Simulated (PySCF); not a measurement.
```xyz
11

C      1.8504    -0.0694     0.1900
O      0.4748     0.0348     0.5875
C     -0.4290    -0.0206    -0.4129
C     -1.8303     0.0979     0.1197
O     -0.1270    -0.1478    -1.5713
H      2.1154     0.7449    -0.4834
H      2.0310    -1.0183    -0.3138
H      2.4260    -0.0084     1.1093
H     -1.9443     1.0381     0.6607
H     -2.5363     0.0547    -0.7045
H     -2.0292    -0.7103     0.8247
```

Charge 0, multiplicity 1.

Q: Give the Mulliken and meta-Löwdin atomic charges from PBE-D3(BJ)/def2-TZVP // B3LYP-D3(BJ)/def2-TZVP in PySCF.

A: 
| atom | Mulliken (e) | meta-Löwdin (e) |
|---|---|---|
| C1 | -0.22 | -0.15 |
| O2 | -0.19 | -0.32 |
| C3 | 0.24 | 0.49 |
| C4 | -0.34 | -0.40 |
| O5 | -0.28 | -0.44 |
| H6 | 0.13 | 0.13 |
| H7 | 0.13 | 0.13 |
| H8 | 0.13 | 0.13 |
| H9 | 0.13 | 0.15 |
| H10 | 0.14 | 0.14 |
| H11 | 0.13 | 0.15 |
